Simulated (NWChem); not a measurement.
The numbers come from NWChem runs, not from measurements. System: ammonium (H4N (+1)), charge 1, spin multiplicity 1, at a geometry optimised with B3LYP/def2-SVP. Level: CR-CCSD(T)/def2-SVP, 1 core orbitals frozen.

Job file:

```
start mol
memory heap 100 mb stack 700 mb global 1900 mb
charge 1
geometry units angstroms nocenter noautoz
  N      0.000000     0.000000     0.000000
  H      0.842807     0.000000     0.595954
  H     -0.842807     0.000000     0.595954
  H      0.000000     0.842806    -0.595955
  H      0.000000    -0.842806    -0.595955
  symmetry group C2v
end
basis spherical
  * library def2-svp
end
scf
  rhf
  nopen 0
  maxiter 100
  thresh 1e-7
  semidirect memsize 60000000 filesize 0
end
tce
  freeze core 1
  cr-ccsd(t)
  2eorb
  2emet 13
  thresh 1e-6
  maxiter 100
  tilesize 24
end
task tce energy
```

Output (cleaned and shortened):

```
             Northwest Computational Chemistry Package (NWChem) 7.3.0
             --------------------------------------------------------

                                NWChem Input Module
                                -------------------

 Scaling coordinates for geometry "geometry" by  1.889725989
 (inverse scale =  0.529177249)

 Turning off AUTOSYM since
 SYMMETRY directive was detected!

                             Geometry "geometry" -> ""
                             -------------------------

 Output coordinates in angstroms (scale by  1.889725989 to convert to a.u.)

  No.       Tag          Charge          X              Y              Z
 ---- ---------------- ---------- -------------- -------------- --------------
    1 N                    7.0000     0.00000000     0.00000000     0.00000000
    2 H                    1.0000     0.84280700     0.00000000     0.59595400
    3 H                    1.0000    -0.84280700     0.00000000     0.59595400
    4 H                    1.0000     0.00000000     0.84280600    -0.59595500
    5 H                    1.0000     0.00000000    -0.84280600    -0.59595500

 Effective nuclear repulsion energy (a.u.)      16.2380439531

            Nuclear Dipole moment (a.u.)
            ----------------------------
        X                 Y               Z
 ---------------- ---------------- ----------------
     0.0000000000     0.0000000000    -0.0000037795

      Symmetry information
      --------------------

 Group name             C2v
 Group number             16
 Group order               4
 No. of unique centers     3

      Symmetry unique atoms

     1    2    4


 Summary of "ao basis" -> "" (spherical)
 ------------------------------------------------------------------------------
       Tag                 Description            Shells   Functions and Types
 ---------------- ------------------------------  ------  ---------------------
 *                          def2-svp                  on all atoms

 Summary of "ao basis" -> "ao basis" (spherical)
 ------------------------------------------------------------------------------
       Tag                 Description            Shells   Functions and Types
 ---------------- ------------------------------  ------  ---------------------
 N                          def2-svp                 6       14   3s2p1d
 H                          def2-svp                 3        5   2s1p

                                 NWChem SCF Module
                                 -----------------

  ao basis        = "ao basis"
  functions       =    34
  atoms           =     5
  closed shells   =     5
  open shells     =     0
  charge          =   1.00
  wavefunction    = RHF
  use symmetry    = T
  symmetry adapt  = T

 Summary of "ao basis" -> "ao basis" (spherical)
 ------------------------------------------------------------------------------
       Tag                 Description            Shells   Functions and Types
 ---------------- ------------------------------  ------  ---------------------
 N                          def2-svp                 6       14   3s2p1d
 H                          def2-svp                 3        5   2s1p

      Symmetry analysis of basis
      --------------------------

        a1         15
        a2          3
        b1          8
        b2          8

 Forming initial guess at       0.0s

      Superposition of Atomic Density Guess
      -------------------------------------

 Sum of atomic energies:         -56.24129762

 Renormalizing density from      11.00 to     10

      Non-variational initial energy
      ------------------------------

 Total energy =     -53.085734
 1-e energy   =     -97.268212
 2-e energy   =      27.944435
 HOMO         =      -1.175026
 LUMO         =      -0.274864

      Symmetry analysis of molecular orbitals - initial
      -------------------------------------------------

  Numbering of irreducible representations:

     1 a1          2 a2          3 b1          4 b2

  Orbital symmetries:

     1 a1          2 a1          3 a1          4 b1          5 b2
     6 a1          7 b1          8 b2          9 a1         10 b2
    11 b1         12 a1         13 a1         14 b1         15 a1

 Starting SCF solution at       0.1s

 ----------------------------------------------
         Quadratically convergent ROHF

 Convergence threshold     :          1.000E-07
 Maximum no. of iterations :          100
 Final Fock-matrix accuracy:          1.000E-09
 ----------------------------------------------

              iter       energy          gnorm     gmax       time
             ----- ------------------- --------- --------- --------
                 1      -56.2935619455  2.06D+00  7.13D-01      0.1
                 2      -56.4867976889  3.66D-01  1.09D-01      0.1
                 3      -56.4963608315  1.78D-01  6.64D-02      0.1
                 4      -56.4980844013  1.93D-03  8.04D-04      0.1
                 5      -56.4980846011  3.92D-07  1.60D-07      0.1
                 6      -56.4980846011  7.71D-10  3.31D-10      0.1

       Final RHF  results
       ------------------

         Total SCF energy =    -56.498084601081
      One-electron energy =   -104.536666967716
      Two-electron energy =     31.800538413538
 Nuclear repulsion energy =     16.238043953097

        Time for solution =      0.1s

       Symmetry analysis of molecular orbitals - final
       -----------------------------------------------

  Numbering of irreducible representations:

     1 a1          2 a2          3 b1          4 b2

  Orbital symmetries:

     1 a1          2 a1          3 a1          4 b1          5 b2
     6 a1          7 b1          8 a1          9 b2         10 b2
    11 b1         12 a1         13 a1         14 b1         15 a1

             Final eigenvalues
             -----------------

              1
    1  -15.9504
    2   -1.5272
    3   -0.9967
    4   -0.9967
    5   -0.9967
    6   -0.0934
    7    0.0019
    8    0.0019
    9    0.0019
   10    0.3901
   11    0.3901
   12    0.3901
   13    0.5759
   14    0.7361
   15    0.7361

                       ROHF Final Molecular Orbital Analysis
                       -------------------------------------

 Vector    3  Occ=2.000000D+00  E=-9.967273D-01  Symmetry=a1
              MO Center= -6.9D-18, -2.1D-17,  3.5D-08, r^2= 9.2D-01
   Bfn.  Coefficient  Atom+Function         Bfn.  Coefficient  Atom+Function
  ----- ------------  ---------------      ----- ------------  ---------------
     6      0.494342  1 N  pz                 9     -0.246340  1 N  pz
    15     -0.215101  2 H  s                 20     -0.215101  3 H  s
    25      0.215101  4 H  s                 30      0.215101  5 H  s

 Vector    4  Occ=2.000000D+00  E=-9.967272D-01  Symmetry=b1
              MO Center=  2.8D-17,  0.0D+00,  2.1D-01, r^2= 8.7D-01
   Bfn.  Coefficient  Atom+Function         Bfn.  Coefficient  Atom+Function
  ----- ------------  ---------------      ----- ------------  ---------------
     4      0.494342  1 N  px                15     -0.304199  2 H  s
    20      0.304199  3 H  s                  7     -0.246340  1 N  px

 Vector    5  Occ=2.000000D+00  E=-9.967270D-01  Symmetry=b2
              MO Center=  1.8D-17, -1.5D-10, -2.1D-01, r^2= 8.7D-01
   Bfn.  Coefficient  Atom+Function         Bfn.  Coefficient  Atom+Function
  ----- ------------  ---------------      ----- ------------  ---------------
     5      0.494342  1 N  py                25     -0.304199  4 H  s
    30      0.304199  5 H  s                  8     -0.246340  1 N  py

 Vector    6  Occ=0.000000D+00  E=-9.343060D-02  Symmetry=a1
              MO Center= -5.4D-17,  2.8D-16, -4.6D-07, r^2= 4.0D+00
   Bfn.  Coefficient  Atom+Function         Bfn.  Coefficient  Atom+Function
  ----- ------------  ---------------      ----- ------------  ---------------
     3      1.615517  1 N  s                 16     -0.635550  2 H  s
    21     -0.635550  3 H  s                 26     -0.635549  4 H  s
    31     -0.635549  5 H  s                  2      0.214483  1 N  s

 Vector    7  Occ=0.000000D+00  E= 1.903387D-03  Symmetry=b1
              MO Center= -8.3D-16,  2.7D-20,  7.7D-01, r^2= 3.5D+00
   Bfn.  Coefficient  Atom+Function         Bfn.  Coefficient  Atom+Function
  ----- ------------  ---------------      ----- ------------  ---------------
    16      1.378941  2 H  s                 21     -1.378941  3 H  s
     7     -0.814978  1 N  px                 4      0.320954  1 N  px

 Vector    8  Occ=0.000000D+00  E= 1.903417D-03  Symmetry=a1
              MO Center= -3.8D-17,  1.2D-11, -1.5D-06, r^2= 4.1D+00
   Bfn.  Coefficient  Atom+Function         Bfn.  Coefficient  Atom+Function
  ----- ------------  ---------------      ----- ------------  ---------------
    16      0.975059  2 H  s                 21      0.975059  3 H  s
    26     -0.975059  4 H  s                 31     -0.975059  5 H  s
     9     -0.814978  1 N  pz                 6      0.320954  1 N  pz

 center of mass
 --------------
 x =   0.00000000 y =   0.00000000 z =  -0.00000021

 moments of inertia (a.u.)
 ------------------
          10.225828624849           0.000000000000           0.000000000000
           0.000000000000          10.225840757918           0.000000000000
           0.000000000000           0.000000000000          10.225829395815

  Mulliken analysis of the total density
  --------------------------------------

    Atom       Charge   Shell Charges
 -----------   ------   -------------------------------------------------------
    1 N    7     7.00   1.99  0.97  0.34  2.43  1.26  0.02
    2 H    1     0.75   0.66  0.04  0.05
    3 H    1     0.75   0.66  0.04  0.05
    4 H    1     0.75   0.66  0.04  0.05
    5 H    1     0.75   0.66  0.04  0.05

       Multipole analysis of the density wrt the origin
       ------------------------------------------------

     L   x y z        total         open         nuclear
     -   - - -        -----         ----         -------
     0   0 0 0      1.000000      0.000000     11.000000

     1   1 0 0     -0.000000      0.000000      0.000000
     1   0 1 0      0.000000      0.000000      0.000000
     1   0 0 1     -0.000001      0.000000     -0.000004

     2   2 0 0     -3.187045      0.000000      5.073223
     2   1 1 0      0.000000      0.000000      0.000000
     2   1 0 1     -0.000000      0.000000      0.000000
     2   0 2 0     -3.187052      0.000000      5.073211
     2   0 1 1     -0.000000      0.000000      0.000000
     2   0 0 2     -3.187046      0.000000      5.073222

                   NWChem Extensible Many-Electron Theory Module
                   ---------------------------------------------


            General Information
            -------------------
      Number of processors :     1
         Wavefunction type : Restricted Hartree-Fock
          No. of electrons :    10
           Alpha electrons :     5
            Beta electrons :     5
           No. of orbitals :    68
            Alpha orbitals :    34
             Beta orbitals :    34
        Alpha frozen cores :     1
         Beta frozen cores :     1
     Alpha frozen virtuals :     0
      Beta frozen virtuals :     0
         Spin multiplicity : singlet
    Number of AO functions :    34
       Number of AO shells :    18
        Use of symmetry is : on
      Symmetry adaption is : on
         Schwarz screening : 0.10D-09

          Correlation Information
          -----------------------
          Calculation type : Coupled-cluster singles & doubles w/ perturbation
   Perturbative correction : Completely renormalized (T)
            Max iterations :      100
        Residual threshold : 0.10D-05
     T(0) DIIS level shift : 0.00D+00
     L(0) DIIS level shift : 0.00D+00
     T(1) DIIS level shift : 0.00D+00
     L(1) DIIS level shift : 0.00D+00
     T(R) DIIS level shift : 0.00D+00
     T(I) DIIS level shift : 0.00D+00
   CC-T/L Amplitude update :  5-th order DIIS
                I/O scheme : Global Array Library
        L-threshold :  0.10D-05
        EOM-threshold :  0.10D-05
 no EOMCCSD initial starts read in
 TCE RESTART OPTIONS
 SLICE:      F
 D4D5:       F
 quantumc:   F
 qrotation:  F
 pwtce:      F
 qducc:      F
 nacto:                         0
 nrotv:                         0
 nrot:                          0

            Memory Information
            ------------------
          Available GA space size is     249035644 doubles
          Available MA space size is     104855644 doubles

 Maximum block size supplied by input
 Maximum block size        24 doubles

 tile_dim =     12

 -------------------------------------------------

 Global array virtual files algorithm will be used

 Parallel file system coherency ......... OK

 4-electron integrals stored in orbital form

 v2    file size   =            90548
 4-index algorithm nr.  13 is used
 imaxsize =       30
 imaxsize ichop =        0


CCSD iterations
 ---------------------------------------------------------
 Iter          Residuum       Correlation     Cpu    Wall
 ---------------------------------------------------------
    1   0.1134953230653  -0.1875043545381     0.1     0.1
    2   0.0334355186840  -0.2006971670282     0.1     0.1
    3   0.0126199850636  -0.2039878473215     0.1     0.1
    4   0.0052889721527  -0.2049653092903     0.1     0.1
    5   0.0023315589539  -0.2053221006236     0.1     0.1
    6   0.0001913125387  -0.2055708092312     0.1     0.1
    7   0.0000604911759  -0.2055644973180     0.1     0.1
    8   0.0000245217150  -0.2055639997928     0.1     0.1
    9   0.0000104848810  -0.2055638728531     0.1     0.1
   10   0.0000046164537  -0.2055638533364     0.1     0.1
   11   0.0000004651195  -0.2055638530730     0.1     0.1
 -----------------------------------------------------------------
 Iterations converged
 CCSD correlation energy / hartree =        -0.205563853073016
 CCSD total energy / hartree       =       -56.703648454154226

 Singles contributions

 Doubles contributions
 CR-CCSD(T)

 CR-CCSD[T]  correction energy / hartree =        -0.003361757166334
 CR-CCSD[T] correlation energy / hartree =        -0.208925610239350
 CR-CCSD[T] total energy / hartree       =       -56.707010211320558
 CR-CCSD(T)  correction energy / hartree =        -0.003296589217627
 CR-CCSD(T) correlation energy / hartree =        -0.208860442290643
 CR-CCSD(T) total energy / hartree       =       -56.706945043371853

 Task  times  cpu:        2.1s     wall:        2.1s

 Total times  cpu:        2.2s     wall:        2.2s
```
